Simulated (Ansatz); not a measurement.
Isolated molecules relaxed with PBE0-D4/def2-TZVP in Ansatz; ΔE leaves out vibrations. CCSD(T)/CBS is the MP2 limit (def2-TZVPP, def2-QZVPP) plus CCSD(T) − MP2 in def2-TZVPP, frozen cores. This one scheme is used for every species. def2 core potentials past Kr. For Sn outer-core shells are correlated without core-valence functions, which leaves a few kJ/mol of doubt a bond. Each species was taken in one conformer, which may not be the lowest.

Reaction (substitution at a C–N bond): `C[NH][SnH2][OH]` + `N=CS` → `C/N=C/S` + `[NH2][SnH2][OH]`

```json
{"species": "`C[NH][SnH2][OH]`", "HF/def2-QZVPP energy (Eh)": "-384.68579"}
{"species": "`N=CS`", "HF/def2-QZVPP energy (Eh)": "-491.63740"}
{"species": "`C/N=C/S`", "HF/def2-QZVPP energy (Eh)": "-530.68086"}
{"species": "`[NH2][SnH2][OH]`", "HF/def2-QZVPP energy (Eh)": "-345.64888"}
```

Q: Work out ΔE.

A: ΔE = (-530.68086) + (-345.64888) − (-384.68579) − (-491.63740) = -0.00655 Eh = -4.1 kcal/mol. CCSD(T)/CBS gives -3.6 kcal/mol.

Largest T1 diagnostic among the species: 0.014.
